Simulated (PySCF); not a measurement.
vinylidene fluoride (C2H2F2), SMILES C(F)(=C)F.

Coordinates come from a PBE0-D3(BJ)/def2-SVP optimisation.

Two levels are set side by side: TDA-PBE/def2-SVPD (PySCF) and TDA-LC-ωPBE/def2-SVPD (PySCF). Vertical, same geometry. The lowest singlet is HOMO→LUMO+1 100 % with PBE and HOMO→LUMO 94 % with the other functional; states are paired by order. Differences are taken from unrounded values.

| quantity | TDA-LC-ωPBE | TDA-PBE | TDA-PBE minus TDA-LC-ωPBE |
|---|---|---|---|
| lowest singlet excitation (eV) | 7.77 | 6.66 | -1.11 |
| lowest triplet excitation (TDA) (eV) | 4.46 | 4.75 | 0.30 |
| first bright state (f over 0.05) (eV) | 7.77 | 8.22 | 0.45 |
| its oscillator strength | 0.05 | 0.41 | 0.36 |

A lower first singlet is the usual sign of a functional without exact exchange. Differences between two approximate levels are no errors against the true value.

Rough cost on one machine, each run with all the roots and properties that it gave: TDA-LC-ωPBE against TDA-PBE about 3 times.
